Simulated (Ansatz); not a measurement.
Calculated with Ansatz (gas phase, PBE0-D4/def2-TZVP geometries, no zero-point term in ΔE). CCSD(T)/CBS adds triple-zeta CCSD(T) − MP2 to the extrapolated MP2 energy (def2 sets, frozen cores). This one scheme is used for every species. Functionals use def2-TZVPP. B3LYP here is the variant with VWN-RPA as its local correlation; programs differ in this. For Br outer-core shells are correlated without core-valence functions, which leaves a few kJ/mol of doubt a bond. Scalar relativity is left out up to krypton. One conformer a species, not always the lowest.

Consider the ligand exchange at a B–O bond: `C[SiH2]OB(N)F` + HBr → `NB(F)Br` + `C[SiH2]O`.

```csv
level,ΔE (kJ/mol),difference from CCSD(T)/CBS
PBE-D4,44.2,-7.8
r2SCAN-D4,51.8,-0.2
PBE0-D4,49.0,-3.0
B3LYP-D4,56.9,4.9
ωB97X-V,53.4,1.4
ωB97M-V,53.6,1.6
B2PLYP,53.9,1.9
PBE,42.8,-9.2
r2SCAN,50.9,-1.1
PBE0,47.6,-4.4
B3LYP,55.2,3.2
HF/def2-TZVPP,67.8,15.8
MP2/def2-TZVPP,48.1,-3.9
SCS-MP2/def2-TZVPP,52.3,0.3
CCSD/def2-TZVPP,57.4,5.4
CCSD(T)/def2-TZVPP,54.6,2.6
HF/def2-QZVPP,69.2,17.2
MP2/def2-QZVPP,47.0,-5.0
SCS-MP2/def2-QZVPP,51.5,-0.5
HF/CBS(def2),69.4,17.4
MP2/CBS(def2),45.4,-6.6
CCSD/CBS(def2),54.7,2.7
CCSD(T)/CBS,52.0,0
```

Largest T1 diagnostic among the species: 0.011.

From PBE to PBE0 (25 % exact exchange), in def2-TZVPP and without D4, ΔE moves by +4.7 kJ/mol. In def2-TZVPP, CCSD(T) changes the Hartree–Fock value by −13.2 kJ/mol (the triples alone add −2.7 kJ/mol) and MP2 by −19.7 kJ/mol.
